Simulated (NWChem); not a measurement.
# MgBrF; SMILES [F][Mg][Br]

Program: NWChem. All runs use the structure optimised with PBE0/def2-SVP.

For level Hartree-Fock/def2-SVP:

| Item | Value |
|---|---|
| highest occupied level (eV) | -11.35 |
| orbital gap (eV) | 11.76 |

**Question.** What are these values for level PBE/def2-SVP?

**Answer.** highest occupied level (eV): -7.16
orbital gap (eV): 4.63
